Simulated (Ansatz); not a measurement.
Geometry optimisation, Ansatz 0.2.0, RKS PBE-D4/cc-pVDZ.

Input file:

```yaml
crystal:
  periodic: [false, false, false]
  atoms:
    - { symbol: C, position_ang: [0.1283, -2.5596, -0.8906] }
    - { symbol: C, position_ang: [-0.0394, -1.5959, 0.0616] }
    - { symbol: Si, position_ang: [1.0109, -0.1095, 0.281] }
    - { symbol: C, position_ang: [0.0574, 1.4761, 0.5726] }
    - { symbol: "N", position_ang: [-0.8821, 1.751, -0.5741] }
    - { symbol: O, position_ang: [-0.8721, 1.4628, 1.7022] }
    - { symbol: H, position_ang: [0.88, -2.4674, -1.6609] }
    - { symbol: H, position_ang: [-0.5686, -3.3385, -0.9534] }
    - { symbol: H, position_ang: [-0.815, -1.6613, 0.8516] }
    - { symbol: H, position_ang: [1.8566, 0.0805, -0.917] }
    - { symbol: H, position_ang: [1.9654, -0.3419, 1.4508] }
    - { symbol: H, position_ang: [0.6993, 2.3075, 0.7267] }
    - { symbol: H, position_ang: [-1.8617, 1.81271, -0.27054] }
    - { symbol: H, position_ang: [-0.63346, 2.60704, -0.97584] }
    - { symbol: H, position_ang: [-1.54, 2.1069, 1.4899] }
basis:
  gaussian: { orbitals: cc-pVDZ }
hamiltonian:
  xc: pbe
  dispersion: d4
relax:
  f_tol: 0.015
  max_steps: 40
```

Command:

```bash
$ ansatz run input.yaml --threads 2 --pin off --max-ram 3072MiB --backend cpu --events-out ev --progress --plain --runs-dir out
```

Where does it end, and by what steps?

The forces met the threshold. After 14 steps the energy has fallen by 1.005 eV; H13 moved furthest, 1.24 Å.

```json
{"step": "0", "energy less start (eV)": "0.0000", "largest force component (eV/Å)": "4.343", "accepted": "yes"}
{"step": "1", "energy less start (eV)": "-0.5797", "largest force component (eV/Å)": "1.219", "accepted": "yes"}
{"step": "2", "energy less start (eV)": "-0.6595", "largest force component (eV/Å)": "0.925", "accepted": "yes"}
{"step": "3", "energy less start (eV)": "-0.8257", "largest force component (eV/Å)": "0.712", "accepted": "yes"}
{"step": "4", "energy less start (eV)": "-0.9114", "largest force component (eV/Å)": "0.402", "accepted": "yes"}
{"step": "5", "energy less start (eV)": "-0.9633", "largest force component (eV/Å)": "0.584", "accepted": "yes"}
{"step": "6", "energy less start (eV)": "-0.9850", "largest force component (eV/Å)": "0.469", "accepted": "yes"}
{"step": "7", "energy less start (eV)": "-0.9987", "largest force component (eV/Å)": "0.200", "accepted": "yes"}
{"step": "8", "energy less start (eV)": "-0.9751", "largest force component (eV/Å)": "0.624", "accepted": "no"}
{"step": "9", "energy less start (eV)": "-1.0038", "largest force component (eV/Å)": "0.044", "accepted": "yes"}
{"step": "10", "energy less start (eV)": "-1.0043", "largest force component (eV/Å)": "0.034", "accepted": "yes"}
{"step": "11", "energy less start (eV)": "-1.0047", "largest force component (eV/Å)": "0.045", "accepted": "yes"}
{"step": "12", "energy less start (eV)": "-1.0051", "largest force component (eV/Å)": "0.016", "accepted": "yes"}
{"step": "13", "energy less start (eV)": "-1.0051", "largest force component (eV/Å)": "0.017", "accepted": "yes"}
{"step": "14", "energy less start (eV)": "-1.0051", "largest force component (eV/Å)": "0.008", "accepted": "yes"}
```

```xyz
15
Properties=species:S:1:pos:R:3
C -0.100 -2.270 -0.949
C -0.057 -1.527 0.176
Si 1.114 -0.073 0.428
C 0.041 1.531 0.480
N -0.677 1.656 -0.769
O -0.764 1.365 1.671
H 0.591 -2.085 -1.790
H -0.818 -3.097 -1.082
H -0.775 -1.752 0.986
H 2.093 -0.018 -0.719
H 1.862 -0.209 1.733
H 0.702 2.426 0.575
H -1.331 0.865 -0.871
H -1.247 2.515 -0.788
H -1.248 2.205 1.811
```

Time of the run: 62 s on 2 threads of Arm Neoverse V1, with other jobs on the host, peak memory 0.19 GiB.
